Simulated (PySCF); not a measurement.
**Stationary points of CeH₂⁺**

Method: PBE0 in PySCF with Ce def2-TZVP with ECP28, H def2-TZVP; scalar-relativistic core potentials, no spin–orbit coupling; density-fitted integrals.

Relaxations began from a few typed shapes; open shells are unrestricted. The search is not exhaustive: other isomers or separated fragments can lie lower, and high-lying points may rest on an excited occupation.

**Question.** Which is the lowest minimum found?
A. doublet C2v: Ce–H 1.955 Å (×2); H–Ce–H 113.7°
B. doublet D∞h: Ce–H 2.054 Å (×2); H–Ce–H 180.0°
C. doublet C2v: Ce–H 1.955 Å (×2); H–Ce–H 112.8°

**Answer.** C. The others lie at 0.4 (doublet C2v), 79.3 (doublet D∞h, a saddle point) kJ/mol above it.

Formally Ce is in oxidation state +3, with 1 electron left for the f, d and s shells; the Mulliken f population is 1.18 and the spin on Ce 1.04.

For the lowest minimum: the spin densities have lower symmetry than the nuclear frame. With open d or f shells other occupations or spin states may lie lower. The pruned grid is coarse for the open f shell: energies are uncertain by about 2 kJ/mol and soft modes are noisy. No spin–orbit coupling is included, which matters more the heavier the element.

The electron or spin density has lower symmetry than the nuclear frame for the doublet D∞h at 79.3 kJ/mol.
